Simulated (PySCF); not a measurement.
State search for TlBr⁺

Unrestricted PBE0; PySCF, scalar-relativistic core potentials, basis sets Tl def2-SVP with ECP60, Br def2-SVP. Outer shells of the fragments: Tl+ 5d10 6s2; Br 3d10 4s2 4p5.

Followed along the bond (rough minima from three points):

```json
{"2Ms+1": "2", "unpaired": "π ↑", "⟨S²⟩ at the start": "0.75", "R at minimum (Å)": "3.31", "Te (eV)": "0.00"}
{"2Ms+1": "2", "unpaired": "σ ↑", "⟨S²⟩ at the start": "0.76", "R at minimum (Å)": "2.90", "Te (eV)": "0.28"}
{"2Ms+1": "4", "unpaired": "σ ↑, π ↑↑", "⟨S²⟩ at the start": "3.76", "R at minimum (Å)": "2.88", "Te (eV)": "5.58"}
```

Solutions found at the starting distance of 2.645 Å, counted from the lowest of them; the search is not exhaustive and high or unbound solutions are not listed, so other states can lie among these:

```
2Ms+1   unpaired   term  E (eV)  ⟨S²⟩  ⟨Lz²⟩  μ (D)
    2        σ ↑    ²Σ⁺    0.00  0.76   0.00  -2.26
    2        π ↑     ²Π    0.30  0.75   1.01   0.36
    4  σ ↑, π ↑↑  mixed    5.36  3.76   2.01   2.64
    4  σ ↑, π ↑↑  mixed    5.48  3.76   2.01   2.67
    2  σ ↑, π ↑↓  mixed    5.93  1.76   2.01   3.24
    4  σ ↑↑, π ↑     ⁴Π    6.73  3.75   1.01   3.62
```

A term symbol is given only where ⟨S²⟩ and ⟨Lz²⟩ are close to those of a pure state; real π, δ and φ orbitals otherwise mix terms. A positive dipole points towards Br; it is taken about the centre of mass and depends on that origin.

Problem. Compare the gap between the two lowest followed solutions at the starting distance with the gap between their minima.

Solution. At PBE0 the second solution (doublet, unpaired electrons σ ↑) lies -0.30 eV from the first (doublet, unpaired electrons π ↑) at 2.645 Å and +0.28 eV at the minima; the two curves relax by different amounts, since their minima lie near 2.90 and 3.31 Å.

These are scalar-relativistic numbers at best; spin–orbit coupling would shift them, the dissociation energy most. Counting both spins, an empty level lies below a filled one in some of these solutions, because spin and occupation are held.
